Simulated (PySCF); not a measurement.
A survey of ³³S NMR shifts

PySCF calculation with σ from GIAO-PBE0/pcSseg-1 and geometry from GFN2-xTB; in vacuum, no relativistic terms, one averaged value for each set of equivalent atoms, single conformer.

Shieldings were converted by a linear fit to measured shifts: ³³S: δ = 158.28 − 0.937σ (rms 33.3 ppm, 20 shifts vs sulfate, solution or neat liquid). A few per cent of atoms miss by over 2 rms, more outside the fitted compound classes.

Task: Give the ³³S shifts of `N#C[SiH]1SCCS1`, `CC(=S)c1ccc(F)s1`.

Result: 
```json
{"compound": "N#C[SiH]1SCCS1", "environment": "sulfur bonded to C, Si, in a 5-membered ring (×2)", "δ (ppm)": "-411"}
{"compound": "[CH3:1][C:2](=[S:3])[c:4]1[cH:5][cH:6][c:7]([F:8])[s:9]1", "environment": "S3: thione sulfur", "δ (ppm)": "503"}
{"compound": "[CH3:1][C:2](=[S:3])[c:4]1[cH:5][cH:6][c:7]([F:8])[s:9]1", "environment": "S9: aromatic ring sulfur", "δ (ppm)": "-150"}
```

Task: Order these by ³³S shift, lowest first.
A. N#C[SiH]1SCCS1
B. CCCc1ccc(S)cc1
C. c1csc(C2CCCC2)c1

Result: A (-411 ppm, sulfur bonded to C, Si, in a 5-membered ring), B (-317 ppm, thiol sulfur), C (-93 ppm, aromatic ring sulfur).
